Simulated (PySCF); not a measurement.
Screening by computed properties: pick the candidate that meets the target.

Each SMILES stands for a single optimised conformer of the isolated species, non-relativistic unless stated. Electronic properties by PySCF.

Dipoles, sizes and rotational constants follow the conformer. The torsions of the flexible species, by atom-mapped SMILES:
- `[CH3:1][Si@@H:2]([SiH2:3][NH2:4])[C@H:5]1[CH2:6][C@@H:7]([C:8]#[N:9])[CH2:10]1`: C1–Si2–Si3–N4 179°, C1–Si2–C5–C6 -52°, H–N4–Si3–Si2 -168°, H–N4–Si3–Si2 56°
- `[CH2:1]=[N:2][C@@H:3]1[C@H:4]2[CH2:5][C@:6]1([N:7]([SiH3:8])[SiH3:9])[CH2:10]2`: C1–N2–C3–C4 -146°, C5–C6–N7–Si8 -149°
- `[CH3:1][SiH2:2][NH:3][SiH2:4][C@@H:5]1[CH2:6][CH2:7][C@H:8]1[C:9]#[N:10]`: C1–Si2–N3–Si4 128°, Si2–N3–Si4–C5 -81°, N3–Si4–C5–C6 170°
- `[CH2:1]=[C:2]=[C:3]([CH3:4])[CH2:5][F:6]`: C2–C3–C5–F6 -127°

The conformers of `N#C[C@@H]1CCN([SiH2]C[SiH3])C1` and `N#C[SiH2]N[SiH2]C1CCCC1` aren't listed.

(1) Wanted: vertical ionisation energy below 8.4 eV (ΔSCF wB97X-D/def2-SVPD) and lowest triplet excitation (Tamm–Dancoff) above 5.9 eV (TDA wB97X-D/def2-SVPD), at PBE0-D3(BJ)/def2-SVP geometries. Which candidate meets both?
A. `N#C[SiH2]N[SiH2]C1CCCC1`
B. `C[Si@@H]([SiH2]N)[C@H]1C[C@@H](C#N)C1`
C. `C=N[C@@H]1[C@H]2C[C@]1(N([SiH3])[SiH3])C2`
D. `N#C[C@@H]1CCN([SiH2]C[SiH3])C1`

(2) Wanted: dipole moment below 2 D (wB97X-D/def2-SVPD) and HOMO–LUMO gap above 10.2 eV (wB97X-D/def2-SVPD), at PBE0-D3(BJ)/def2-SVP geometries. Which candidate meets both?
A. `N(=C)[C@@H]1[C@H]2C[C@]1(N([SiH3])[SiH3])C2`
B. `C[SiH2]N[SiH2][C@@H]1CC[C@H]1C#N`
C. `C[Si@@H]([SiH2]N)[C@H]1C[C@@H](C#N)C1`
D. `C=C=C(C)CF`

Results:

(1) D. Computed values:
```csv
species,vertical ionisation energy,lowest triplet excitation (Tamm–Dancoff)
N#C[C@@H]1CCN([SiH2]C[SiH3])C1,8.36 eV,5.96 eV
C=N[C@@H]1[C@H]2C[C@]1(N([SiH3])[SiH3])C2,8.48 eV,4.18 eV
C[Si@@H]([SiH2]N)[C@H]1C[C@@H](C#N)C1,9.18 eV,5.64 eV
N#C[SiH2]N[SiH2]C1CCCC1,9.56 eV,5.81 eV
```

(2) D. Computed values:
```
                                    species  dipole moment  HOMO–LUMO gap
N(=C)[C@@H]1[C@H]2C[C@]1(N([SiH3])[SiH3])C2         1.38 D        9.89 eV
                                 C=C=C(C)CF         1.69 D       11.12 eV
           C[SiH2]N[SiH2][C@@H]1CC[C@H]1C#N         3.08 D       10.87 eV
      C[Si@@H]([SiH2]N)[C@H]1C[C@@H](C#N)C1         4.64 D       10.58 eV
```
